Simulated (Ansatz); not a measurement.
Reaction (formal exchange of groups at the Si–C bond): `C=C(S)[SiH2][SiH3]` + `F[SiH2][GeH3]` → `[SiH3][SiH2][SiH2][GeH3]` + `C=C(F)S`

Gas-phase electronic energies from Ansatz, PBE0-D4/def2-TZVP geometries. CCSD(T)/CBS adds triple-zeta CCSD(T) − MP2 to the extrapolated MP2 energy (def2 sets, frozen cores). Functionals use def2-TZVPP. B3LYP here is the variant with VWN-RPA as its local correlation; programs differ in this. For Ge outer-core shells are correlated without core-valence functions, which leaves a few kJ/mol of doubt a bond. Scalar relativity is left out up to krypton. Each species was taken in one conformer, which may not be the lowest.

Problem. Is it downhill or uphill in electronic energy at CCSD(T)/CBS, and by how much? (Best estimate.)

Solution. The calculation gave: Uphill: ΔE = +1.96 eV.

Problem. What do these levels give: PBE-D4, r2SCAN-D4, PBE0-D4, B3LYP-D4, ωB97X-V, ωB97M-V, B2PLYP, PBE, B3LYP, MP2/def2-TZVPP, HF/CBS(def2), CCSD/CBS(def2)? (Best estimate.)

Solution. The calculation gave: PBE-D4 1.59, r2SCAN-D4 1.75, PBE0-D4 1.67, B3LYP-D4 1.85, ωB97X-V 1.80, ωB97M-V 1.87, B2PLYP 1.94, PBE 1.59, B3LYP 1.84, MP2/def2-TZVPP 2.06, HF/CBS(def2) 2.08, CCSD/CBS(def2) 1.99 eV.

Largest T1 diagnostic among the species: 0.013.

From PBE to PBE0 (25 % exact exchange), in def2-TZVPP and without D4, ΔE moves by +0.08 eV.
